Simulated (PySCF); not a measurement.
C₅H₅F, SMILES C=C=C/C=C/F.

The structure is a stationary point at B3LYP-D3(BJ)/def2-SVP. The structure was generated by enumeration; whether it is a known compound was not checked. The values are those of a single conformer.

All values below come from PySCF with PBE0/def2-TZVP.

Isolated molecule, no solvent.

Computed frontier levels, gap, dipole moment and polarisability:
```json
{
 "highest_occupied_level": "-6.56 eV",
 "lowest_empty_level": "-0.98 eV",
 "orbital_gap": "5.58 eV",
 "dipole_moment": "1.33 D",
 "quadrupole, principal values (traceless, Buckingham form, about the centre of nuclear charge)": "-5.37, -2.08, 7.46 D·Å",
 "mean_static_polarisability": "64.5 bohr³ (9.55 Å³)",
 "polarisability_principal_values": "38.0, 59.8, 95.6 bohr³"
}
```
